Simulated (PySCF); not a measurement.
# Dipole response of Be(2+) (beryllium, charge +2)

1s2, closed-shell 1S. Computed with PySCF 2.14 in dyall-av3z (15s9p4d2f, 76 functions), with the non-relativistic Hamiltonian (point nucleus). Coupled (time-dependent) response in atomic units; α is the mean over directions.

```tsv
method	mean α (bohr³)	C₆ (like pair)	S(−4)
UHF	0.05185	0.01109	0.001902
PBE	0.05520	0.01204	0.002234
PBE0	0.05425	0.01177	0.002135
CAM-B3LYP	0.05453	0.01184	0.002172
LC-wPBE	0.05530	0.01207	0.002249
```

S(−4) is the Cauchy moment in α(ω) = α(0) + S(−4) ω² + …

α(iu) at UHF:

```
u (hartree)  α(iu) (bohr³)
          0        0.05185
     0.0500        0.05184
      0.100        0.05183
      0.200        0.05177
      0.300        0.05168
      0.500        0.05138
      0.750        0.05080
       1.00        0.05002
       1.50        0.04793
       2.00        0.04531
       3.00        0.03933
       5.00        0.02806
```

For an ion, C₆ is the dispersion term alone; charge-induced terms of lower order in 1/R come first.
